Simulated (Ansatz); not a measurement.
Several settings on one geometry of Se(CCH)2 (C₄H₂Se) (that of the charge 0 singlet, PBE0-D4/def2-SVP). Ansatz on 4 threads of Arm Neoverse V1 on a shared host; times are rough.

```xyz
7

Se    0.000    0.030   -1.616
C     1.391   -0.006   -0.429
C     2.366   -0.029    0.294
H     3.224   -0.050    0.942
C    -1.391    0.022   -0.428
C    -2.366    0.018    0.295
H    -3.224    0.015    0.942
```

Totals from different functionals, basis sets or treatments of relativity can't be compared as stabilities.

The 6-31G sets use Cartesian d functions.

(1) Give the basis size and estimate the energy, ⟨S²⟩, dipole and time of these runs.

```json
{"run": "1", "method": "RKS B97M-V/def2-mTZVPP", "charge": "0", "state": "singlet", "further keys": "scf: {omitted_lower_state_checks: [starts]}; forces asked"}
{"run": "2", "method": "RKS CAM-B3LYP-D4/6-31G*", "charge": "0", "state": "singlet", "further keys": "scf: {omitted_lower_state_checks: [starts]}; forces asked"}
{"run": "3", "method": "UKS r2SCANh-D3(BJ)/6-31G", "charge": "0", "state": "singlet", "further keys": "fitting: {mean_field: cc-pVTZ-jkfit}; scf: {lower_state_search: off}; forces asked"}
```

## Answers

(1) 
```tsv
run	functions	energy (Eh)	⟨S²⟩	dipole (D)	wall time
1	122	-2554.6210	–	0.35	4.9 s
2	99	-2554.7460	–	0.57	2.2 s
3	69	-2554.4725	0.00	0.62	1.8 s
```
